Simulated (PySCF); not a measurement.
Spectrum to structure. Theory: TDDFT CAM-B3LYP/def2-SVPD, vertical, gas phase, core orbitals frozen in the response (PySCF). Geometries: GFN2-xTB, one conformer each.

| state | ν̃ (cm⁻¹) | f | main configurations (H = HOMO, L = LUMO) |
| --- | --- | --- | --- |
| S1 | 45080 | 0.230 | H→L (91%) |
| S2 | 46600 | 0.0011 | H-2→L+1 (45%), H-2→L (31%), H-3→L+1 (9%) |
| S3 | 48400 | 0.0034 | H-3→L (58%), H→L+2 (16%), H-2→L (9%) |
| S4 | 49360 | 0.0003 | H→L+2 (46%), H-3→L (21%), H→L+1 (9%) |
| S5 | 50390 | 0.036 | H-1→L (84%) |
| S6 | 54860 | 0.173 | H→L+1 (73%), H→L+2 (13%) |
| S7 | 56580 | 0.0005 | H-1→L+2 (63%), H-1→L+1 (12%), H-1→L+4 (9%) |
| S8 | 57330 | 0.0088 | H→L+3 (72%), H→L+5 (9%) |

Triplets computed (Tamm–Dancoff): 3.98, 4.35, 5.26 eV.

Orbital energies (eV): HOMO-3 -10.27, HOMO-2 -9.95, HOMO-1 -9.39, HOMO -8.65, LUMO -0.10, LUMO+1 0.94, LUMO+2 1.00.

Question: Which structure fits?
A. `C=Cc1nnc(C=O)s1`
B. `C#Cc1snnc1OC`
C. `CC(=O)Oc1ccsn1`

Answer: C. Its S1, at 5.59 eV, is the highest among the candidates; the nearest of the others has S1 at 3.88 eV. S1 is HOMO→LUMO (91%). Löwdin shares by element: HOMO sulfur 38%, carbon 16% or more, oxygen 12% or more, nitrogen 10% (atoms not listed hold the other 24%); LUMO carbon 32% or more, sulfur 21%, nitrogen 19% (atoms not listed hold the other 28%). At the same level the other candidates give, for their lowest levels:
- `C#Cc1snnc1OC`: 3.88 eV (f 0.002); 4.35 eV (f 0.176); 5.38 eV (f 0.000); 5.38 eV (f 0.060); 5.45 eV (f 0.000); T1 2.73 eV; HOMO -8.16, LUMO -1.14 eV
- `C=Cc1nnc(C=O)s1`: 3.63 eV (f 0.000); 3.87 eV (f 0.000); 4.52 eV (f 0.510); 5.17 eV (f 0.003); 5.36 eV (f 0.021); T1 2.86 eV; HOMO -8.95, LUMO -1.95 eV

The values belong to the conformer `[CH3:1][C:2](=[O:3])[O:4][c:5]1[cH:6][cH:7][s:8][n:9]1`: C1–C2–O4–C5 180°, C2–O4–C5–C6 9°.
